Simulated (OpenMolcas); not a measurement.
# Multiplet structure of Os3+

```json
{
  "Program": "OpenMolcas",
  "Method": "SS-RASPT2, IPEA 0.25 Eh, imaginary shift 0.1 Eh (closed shells correlated: 5s 5p)",
  "Basis": "ANO-RCC-VTZP [8s7p5d3f2g1h]",
  "Scalar Hamiltonian": "DKH2, point nucleus",
  "Active space": "5 electrons in 9 orbitals (RAS2 5d 6s; RAS3 6p, at most 2 electrons)",
  "State averaging": "2S+1 = 6 even, 6 roots; 2S+1 = 4 even, 84 roots kept (CI in the orbitals of an earlier block, 81 in the spin-orbit step); 2S+1 = 2 even, 86 roots kept (CI in the orbitals of an earlier block); 2S+1 = 6 odd, 15 roots; 2S+1 = 4 odd, 90 roots kept (CI in the orbitals of an earlier block, 31 in the spin-orbit step); 2S+1 = 2 odd, 81 roots kept (CI in the orbitals of an earlier block, 0 in the spin-orbit step)",
  "Spin-orbit coupling": "state interaction with AMFI integrals over the reference wave functions, term energies averaged over their components"
}
```

With spin-orbit coupling, above the lowest level:

```csv
Configuration,Term,J,E (cm⁻¹),g,Term weight %,Second
5d⁵,⁶S,5/2,0.0,1.945,87,11 ⁴P
5d⁵,⁴G,5/2,16920,1.052,29,20 ²F(1)
5d⁵,⁴G,7/2,21440,1.086,66,14 ⁴D
5d⁵,⁴D,3/2,21690,1.395,47,45 ⁴P
5d⁵,⁴G,5/2,22530,1.056,44,26 ⁴D
5d⁵,⁴G,11/2,22670,1.237,83,13 ²H
5d⁵,⁴G,9/2,23400,1.171,87,7 ⁴F
5d⁵,⁴P,1/2,24120,1.766,62,32 ⁴D
5d⁵,⁴D,7/2,27350,1.308,69,23 ⁴G
5d⁵,⁴D,5/2,29000,1.298,37,28 ²D(1)
5d⁵,⁴D,1/2,30500,0.849,67,29 ⁴P
5d⁵,⁴D,3/2,31670,1.336,44,38 ⁴P
5d⁵,²I,11/2,33210,0.986,74,15 ²H
5d⁵,⁴F,7/2,34350,1.121,31,27 ²F(2)
5d⁵,⁴F,3/2,34940,0.721,47,40 ²D(1)
5d⁵,²G(1),9/2,35320,1.177,47,34 ⁴F
5d⁵,⁴F,5/2,36070,1.040,19,18 ⁴P
5d⁵,²I,13/2,36350,1.077,100,
5d⁵,⁴F,5/2,40400,1.081,43,19 ²F(1)
5d⁵,²H,9/2,41550,1.108,49,43 ⁴F
5d⁵,²G(1),7/2,41660,1.059,40,23 ²F(2)
5d⁵,²F(2),5/2,43400,1.035,44,18 ⁴F
5d⁵,⁴F,3/2,44080,0.670,46,42 ²D(1)
5d⁵,²F(1),7/2,44790,1.051,55,33 ²G(1)
5d⁴ 6s,⁶D,1/2,45450,3.157,79,14 ⁴P(1)
5d⁵,²S,1/2,47150,2.031,80,7 ⁴P
5d⁵,⁴F,7/2,47160,1.178,45,40 ²F(2)
5d⁴ 6s,⁶D,3/2,47920,1.847,90,8 ⁴P(1)
5d⁵,²G(1),9/2,49140,1.071,40,38 ²H
5d⁵,²H,11/2,49180,1.065,72,22 ²I
5d⁴ 6s,⁶D,5/2,50830,1.641,94,
5d⁵,²D(1),5/2,53300,1.054,31,31 ²F(1)
5d⁴ 6s,⁶D,7/2,53500,1.565,92,4 ⁴F(1)
5d⁵,²D(2),3/2,54060,0.820,89,5 ⁴D
5d⁴ 6s,⁶D,9/2,56070,1.526,87,11 ⁴F(1)
5d⁵,²D(2),5/2,57120,1.135,64,20 ²F(2)
5d⁵,²G(2),9/2,59870,1.114,92,4 ²G(1)
5d⁵,²G(2),7/2,61610,0.910,83,8 ²F(2)
5d⁴ 6s,⁴D(1),1/2,65840,0.460,65,21 5d⁵ ²P
5d⁵,²P,3/2,66230,1.269,43,35 5d⁴ 6s ⁴D(1)
```

Spin-orbit coupling puts the lowest level 3157 cm⁻¹ below the lowest spin-free term.

CASPT2 does not keep the components of a term degenerate, so their means are used; among the terms shown or strongly mixed into the levels shown the widest spread is 100 cm-1 (5d⁵ ⁴G). Some high roots are left out of the spin-orbit mixing, which shifts the levels that they would mix with. Terms from blocks run as CI alone lack orbitals of their own. A single d shell beside an s shell can misplace configurations of different d count against each other. Only configurations of the active space appear. The first state left out of the spin-orbit step lies near 88000 cm-1 above the lowest spin-free state of the reference (among the parities and spins computed), and the list stops at four fifths of that energy or lower. The table shows the lowest 40 of 44 levels.

The term weight is that of the spin-free term in the level, not the purity of its configuration. A number in round brackets counts repeated terms of one configuration in the order of the reference energies.
